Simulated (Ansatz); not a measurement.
Geometry optimisation, RKS B3LYP-D4/def2-SVP (Ansatz 0.2.0).

The input (input.yaml):

```yaml
crystal:
  periodic: [false, false, false]
  atoms:
    - { symbol: Hf, position_ang: [0.448184, -0.385219, -0.548578] }
    - { symbol: O, position_ang: [-0.759217, -0.481955, 2.473348] }
    - { symbol: H, position_ang: [-1.327356, -1.247063, 2.644792] }
    - { symbol: Cl, position_ang: [1.651572, -0.607711, -2.541559] }
    - { symbol: Cl, position_ang: [0.463654, 1.8944, 0.001142] }
    - { symbol: Cl, position_ang: [-1.632351, -1.451719, -0.82059] }
    - { symbol: P, position_ang: [1.824024, -1.675381, 1.207326] }
    - { symbol: H, position_ang: [1.035574, -2.835985, 0.910355] }
    - { symbol: H, position_ang: [2.924807, -2.05852, 0.386175] }
    - { symbol: H, position_ang: [0.086908, -0.714747, 2.922089] }
basis:
  gaussian: { orbitals: def2-SVP }
hamiltonian:
  xc: b3lyp
  dispersion: d4
relax:
  f_tol: 0.03
  max_steps: 50
output:
  orbitals: {}
```

Launched with:

```bash
$ ansatz run input.yaml --threads 4 --pin off --max-ram 5120MiB --backend cpu --events-out ev --progress --plain --runs-dir out
```

Task: Where does it end, and by what steps?

Result: It converged. After 11 steps the energy has fallen by 0.528 eV; H3 moved furthest, 0.62 Å. Joined: Hf1–O2 (3.26 → 2.34 Å).

```tsv
step	energy less start (eV)	largest force component (eV/Å)	accepted
0	0.0000	0.755	yes
1	-0.0837	1.002	yes
2	-0.3027	1.252	yes
3	-0.4695	0.253	yes
4	-0.4982	0.557	yes
5	-0.5175	0.303	yes
6	-0.5061	0.414	no
7	-0.5255	0.103	yes
8	-0.5272	0.089	yes
9	-0.5276	0.074	yes
10	-0.5276	0.087	no
11	-0.5278	0.006	yes
```

```xyz
10
Properties=species:S:1:pos:R:3
Hf 0.338 -0.437 -0.160
O -0.625 -0.577 1.968
H -1.486 -1.000 2.103
Cl 1.328 -0.613 -2.286
Cl 0.610 1.867 0.305
Cl -1.773 -1.485 -0.589
P 2.110 -1.781 1.225
H 1.356 -2.991 1.070
H 3.031 -2.076 0.179
H -0.173 -0.472 2.819
```

Whether the end is a true minimum wasn't checked by a vibrational analysis.

The run took 51 s on 4 threads of Arm Neoverse V1, on a shared host, peak memory 0.41 GiB.
